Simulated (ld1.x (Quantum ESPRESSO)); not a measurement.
# Configuration tests for Rb (RRKJ)

```json
{"Element": "rubidium (Rb)", "Generator": "ld1.x (Quantum ESPRESSO) 7.5", "Type": "norm-conserving RRKJ (Kleinman–Bylander form)", "Functional": "PBE", "Relativity": "fully relativistic", "Frozen core": "[Ar] 3d10", "Valence charge": "9", "Reference configuration": "4s2 4p6 5s1 5p0", "Partial waves": "4p (bound): rc 2.60 bohr; 4d channel at 0.4 Ry: rc 2.65 bohr; 4s (bound): rc 1.75 bohr", "Local potential": "the s channel", "Core correction": "none"}
```

Open shells are filled in proportion to 2j + 1 (rel_dist='average').

Occupied shells without a wave of their own: 5s. They enter only through the test configuration that unscreens the potential.

Energies are relative to the spin-unpolarised reference configuration 4s2 4p6 5s1 5p0; without spin polarisation the order of configurations can differ from experiment.

```tsv
valence configuration	charge	ΔE all-electron (eV)	error AE − PS (meV)
4s2 4p6 5s0 5p0	+1	4.154	-89
4s2 4p6 5s0.5 5p0	+0.5	1.578	-34
4s2 4p6 5s0 5p1	0	1.520	+21
```

Task: What are ΔE and the potential's error for 4s2 4p5 5s1 5p0?

Result: ΔE = 21.151 eV all-electron; the error (AE − PS) is +68 meV.

Task: What are ΔE and the potential's error for 4s1 4p6 5s1 5p0?

Result: ΔE = 37.727 eV all-electron; the error (AE − PS) is +161 meV.

Levels in the configuration 4s2 4p6 5s0 5p0:

| level | all-electron (eV) | pseudo (eV) |
| --- | --- | --- |
| 4s j=1/2 | -37.617 | -37.703 |
| 4p j=1/2 | -22.247 | -22.330 |
| 4p j=3/2 | -21.360 | -21.442 |
